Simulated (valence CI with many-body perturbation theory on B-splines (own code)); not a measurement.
# Tb²⁵⁺: key properties

Calculated by relativistic CI+MBPT: four valence electrons over a frozen Dirac-Fock core [Kr], radial functions for each j: 7 s, 7 p, 8 d, 6 f, 4 g, 1 h, with the one-electron correlation potential Σ1, the two-electron term Σ2, the three-electron term Σ3, Breit, model QED; selected CI, second order for the rest, scaled by the run's own slope (own B-spline code, finite nucleus).

No measured levels were compared; by estimate terms of the open shell hold to 2 to 4 % of their energy, and close levels can change places. The list stops below the first excitations out of the core.

Levels are named by their leading jj configuration (3d3/2^4 stands for four electrons in 3d with j = 3/2), which in mixed levels can hold well under half, so a name can repeat and another be missing.

Rates and lifetimes use the calculated energies. Strong lines usually hold to 10 to 20 %, long lifetimes can be off by a factor of two.

What is the ground level?

(4d3/2^4) J=0, composition 52 % 4d⁴ ³P + 39 % 4d⁴ ⁵D + 9 % 4d⁴ ¹S.

What is the ionisation energy?

867.59 eV; NIST lists 866 ± 4 eV (theoretical).

How well does LS coupling describe the low levels?

Among the lowest 20 levels the leading LS term, summed over configurations, holds 51 % on average. For single configurations the figures are 51 % in LS and 84 % in jj coupling. Terms mix most in the J = 4 level at 9.638 eV, where the leading one holds 31 %.
